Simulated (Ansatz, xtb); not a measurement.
Two structures of H4NSbSi

Structure X: a singlet given by its coordinates. Structure Y: a triplet given by its coordinates. Both are isolated molecules in the gas phase, relaxed with r2SCAN-D4/def2-SVP.

X (Å):

```xyz
7

N    -0.1851    0.9358    0.3092
Sb    2.0201    2.2877   -2.3586
Si    0.3628    0.9108   -1.3081
H    -0.8974    0.3102    0.6702
H     0.1717    1.5812    1.0060
H    -0.4080   -0.1714   -1.9882
H     2.1870    3.0488   -0.8174
```

Close contacts (Å): N1–Si3 1.71, Sb2–Si3 2.40, N1–H4 1.01, N1–H5 1.01, Sb2–H7 1.73, Si3–H6 1.49.

Y (Å):

```yaml
atoms:
  - { symbol: N, position_ang: [1.0790, 2.0255, -0.8010] }
  - { symbol: Sb, position_ang: [2.6067, 1.8161, -2.1676] }
  - { symbol: Si, position_ang: [-0.1291, 0.8449, -0.3876] }
  - { symbol: H, position_ang: [0.1275, 0.1471, 0.9147] }
  - { symbol: H, position_ang: [-1.4853, 1.4715, -0.2884] }
  - { symbol: H, position_ang: [-0.1292, -0.1790, -1.4741] }
  - { symbol: H, position_ang: [1.1359, 2.8724, -0.2360] }
```

Close contacts (Å): N1–Sb2 2.06, N1–Si3 1.74, N1–H7 1.02, Si3–H4 1.50, Si3–H5 1.50, Si3–H6 1.49.

**Question.** Estimate E(Y) − E(X) at the level CCSD(T)/def2-TZVP.

**Answer.** Calculated at CCSD(T)/def2-TZVP: E(Y) − E(X) = +34.8 kJ/mol, so structure X lies lower.

The same difference at several levels:

```
             level            geometry  E(Y) − E(X) (kJ/mol)  departure from the last row (kJ/mol)  job, with rough time for the two
r2SCAN-D4/def2-SVP  r2SCAN-D4/def2-SVP                   +50.8                                 +16.1             optimisation, 5.1 min
      HF/def2-TZVP  r2SCAN-D4/def2-SVP                   −54.8                                 −89.5           part of the CCSD(T) run
     MP2/def2-TZVP  r2SCAN-D4/def2-SVP                   +36.4                                  +1.6           part of the CCSD(T) run
 CCSD(T)/def2-TZVP  r2SCAN-D4/def2-SVP                   +34.8                                                   single point, 9.4 min
```

HF/def2-TZVP puts the two in the other order. The largest departure from CCSD(T)/def2-TZVP is that of HF/def2-TZVP, 89.5 kJ/mol. Levels run at GFN2-xTB geometries aren't shown. The triplet state of Y needn't be its ground state.

With harmonic frequencies from r2SCAN-D4/def2-SVP (ideal gas, rigid rotor, one conformer each, 298.15 K, 1 atm): on the last row, ΔE + ΔZPE = +31.4 kJ/mol. A mode under 50 cm⁻¹ makes harmonic enthalpies and free energies unreliable, so none is given.

Open shells are spin-unrestricted. The correlated steps freeze 10 core orbitals; the filled d shell of Sb is correlated, in a basis made for valence electrons. Atoms past krypton carry core potentials in the def2 sets and no spin–orbit term is included. ΔG holds the spin degeneracy. Programs: Ansatz 0.2.0; the last row on 1 thread of AMD EPYC (Zen 3) on a shared host.
